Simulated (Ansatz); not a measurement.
Reaction (formal exchange of groups at the Si–C bond): `N[SiH](F)CO` + `CO[SiH](N)O` → `CO[Si@@H](N)[Si@H](N)F` + `OCO`

Program: Ansatz. Geometries: PBE0-D4/def2-TZVP. ΔE: electronic, gas phase. CCSD(T)/CBS adds triple-zeta CCSD(T) − MP2 to the extrapolated MP2 energy (def2 sets, frozen cores). This one scheme is used for every species. DFT in def2-TZVPP. B3LYP here is the variant with VWN-RPA as its local correlation; programs differ in this. Each species was taken in one conformer, which may not be the lowest.

`N[SiH](F)CO`:

Cartesian coordinates in Å:
```
N -0.740 0.494 -1.477
Si -0.895 -0.379 -0.036
F -1.936 0.252 1.013
C 0.803 -0.401 0.767
O 1.391 0.880 0.575
H -1.477 0.578 -2.156
H -0.097 1.270 -1.504
H -1.416 -1.740 -0.307
H 1.404 -1.195 0.302
H 0.705 -0.648 1.833
H 2.257 0.889 0.988
```

`CO[SiH](N)O`:

```xyz
12

C     0.851    0.953   -1.572
O     0.890    0.399   -0.277
Si   -0.295   -0.528    0.357
N    -0.054   -0.848    2.010
O    -1.676    0.329    0.116
H    -0.007    1.620   -1.693
H     1.768    1.525   -1.727
H     0.798    0.172   -2.341
H    -0.345   -1.846   -0.328
H     0.060   -0.093    2.668
H     0.487   -1.652    2.282
H    -2.475   -0.030    0.504
```

`CO[Si@@H](N)[Si@H](N)F`:

Z-matrix (Å, degrees):
```
C
O 1 1.408
H 1 1.095 2 111.4
H 1 1.092 2 108.4 3 119.4
H 1 1.098 2 112.0 3 -121.1
Si 2 1.656 1 122.3 3 64.9
Si 6 2.347 2 108.5 1 64.0
N 6 1.708 2 116.3 1 -54.9
H 6 1.482 2 102.8 1 -174.0
N 7 1.699 6 108.0 2 35.5
F 7 1.622 6 106.0 2 -86.8
H 7 1.486 6 117.6 2 157.5
H 8 1.006 6 123.6 2 -72.0
H 8 1.006 6 121.7 2 89.4
H 10 1.006 7 123.9 6 166.6
H 10 1.006 7 121.9 6 -29.4
```

`OCO`:

Z-matrix (Å, degrees):
```
C
O 1 1.397
O 1 1.396 2 112.9
H 1 1.095 2 105.2 3 -122.5
H 1 1.095 2 112.0 3 118.6
H 2 0.962 1 107.9 3 -61.7
H 3 0.962 1 107.9 2 -61.7
```

Problem. Is it downhill or uphill in electronic energy at CCSD(T)/CBS, and by how much? (Estimate.)

Solution. Ansatz gave: Uphill: ΔE = +167.4 kJ/mol.

Problem. What do these levels give: r2SCAN-D4, B3LYP-D4, B2PLYP, PBE0, B3LYP, HF/def2-TZVPP, CCSD(T)/def2-TZVPP, MP2/def2-QZVPP, SCS-MP2/def2-QZVPP, HF/CBS(def2), MP2/CBS(def2), CCSD/CBS(def2)? (An estimate is asked.)

Solution. Ansatz gave: r2SCAN-D4 159.0, B3LYP-D4 155.6, B2PLYP 166.8, PBE0 149.5, B3LYP 160.8, HF/def2-TZVPP 179.8, CCSD(T)/def2-TZVPP 164.6, MP2/def2-QZVPP 176.7, SCS-MP2/def2-QZVPP 174.9, HF/CBS(def2) 182.3, MP2/CBS(def2) 177.1, CCSD/CBS(def2) 171.2 kJ/mol.

Largest T1 diagnostic among the species: 0.012.

In def2-TZVPP, CCSD(T) changes the Hartree–Fock value by −15.2 kJ/mol (the triples alone add −3.9 kJ/mol) and MP2 by −5.4 kJ/mol. From PBE to PBE0 (25 % exact exchange), in def2-TZVPP and without D4, ΔE moves by +11.6 kJ/mol. The D4 term adds −5.2 kJ/mol with B3LYP and −3.5 kJ/mol with PBE0; it sums over pairs of atoms, weighted by their polarisabilities, and B3LYP, whose exchange is more repulsive, gets the larger term.
